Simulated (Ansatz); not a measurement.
`S=[As]` radical, 2 atoms. Charge 0, multiplicity 2. Correlated methods include outer-core shells of As, which these sets cover unevenly. Scalar relativity is left out up to krypton. Hardware: A = 2 threads of an AMD EPYC 7R13 on a shared host; B = 2 threads of an AMD EPYC 7R13 on a shared host and a share of an NVIDIA H100 80 GB. Correlated methods freeze the cores. Open-shell runs search over several starts.

Q: How many basis functions does each run have, and how long does it take in Ansatz? UKS PBE0-D4/def2-QZVPP energy [A]; direct RPA on PBE orbitals/def2-TZVPP energy [A]; UHF-CCSD(T)/def2-SVP energy [A]; UHF-CCSD(T)/def2-TZVPP energy [A]; UKS ωB97M-V/def2-QZVPP energy [A]; UKS PBE0-D4/def2-TZVP relaxation (3 steps) [A]; UKS ωB97M-V/def2-SVP energy [A]; UKS r2SCANh-D4/def2-TZVPP energy [A]; UKS revPBE-D4/def2-TZVPP energy [A]; UKS PBE0-D4/def2-SVP energy [A]; UKS ωB97M-V/def2-TZVPP energy and forces [A]; UHF-CCSD(T)/def2-QZVPP energy [B]. (An estimate is asked.)

A: Computed: Other jobs shared the machine, so times are rough.

```
                                level                       job  functions  wall time  peak host memory (GiB)
                 UKS PBE0-D4/def2-SVP                energy [A]         50      0.8 s                    0.15
             UKS revPBE-D4/def2-TZVPP                energy [A]         90      1.5 s                    0.17
direct RPA on PBE orbitals/def2-TZVPP                energy [A]         90      1.8 s                    0.18
                 UHF-CCSD(T)/def2-SVP                energy [A]         50      2.9 s                    0.16
                 UKS ωB97M-V/def2-SVP                energy [A]         50      2.9 s                    0.23
               UKS PBE0-D4/def2-QZVPP                energy [A]        159      3.5 s                    0.44
            UKS r2SCANh-D4/def2-TZVPP                energy [A]         90      4.3 s                    0.25
               UHF-CCSD(T)/def2-QZVPP                energy [B]        159        6 s                    0.83
               UKS ωB97M-V/def2-TZVPP     energy and forces [A]         90      6.5 s                    0.29
                UKS PBE0-D4/def2-TZVP  relaxation (3 steps) [A]         85      7.5 s                    0.21
               UHF-CCSD(T)/def2-TZVPP                energy [A]         90        8 s                    0.41
               UKS ωB97M-V/def2-QZVPP                energy [A]        159        9 s                    0.54
```

The UHF reference is spin-contaminated (⟨S²⟩ = 1.19, T1 = 0.055).
